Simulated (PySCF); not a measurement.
**Working out the ionisation energy of B⁺**

B⁺ [He] 2s2 (1S) → B²⁺ [He] 2s1 (2S). Computed with PySCF 2.14 in x2c-QZVPPall with one added diffuse shell each of s, p, d, f type (8s5p4d3f1g, 73 functions), with scalar relativity by spin-free X2C-1e. Frozen: nothing. Energies in hartree (1 hartree = 27.21139 eV):

```
            part  B⁺ (lower)  B²⁺ (upper)
             UHF  -24.244375   -23.382637
CCSD correlation   -0.079059    -0.018682
             (T)   -0.000416    -0.000014
```

Question: What does Hartree-Fock give?

Answer: (-23.382637) − (-24.244375) = 0.861738 hartree = 23.449 eV.

Question: What do CCSD and CCSD(T) give?

Answer: The CCSD correlation energies differ by 0.060377 hartree = 1.643 eV and the triples by 0.000402 hartree = 0.011 eV, so CCSD gives 25.092 eV and CCSD(T) 25.103 eV.

Measured between the centres of the two terms (NIST): 25.155 eV, so CCSD(T) (valence and next inner shell) is off by -0.052 eV.

What remains against the reference includes basis incompleteness and higher excitations.
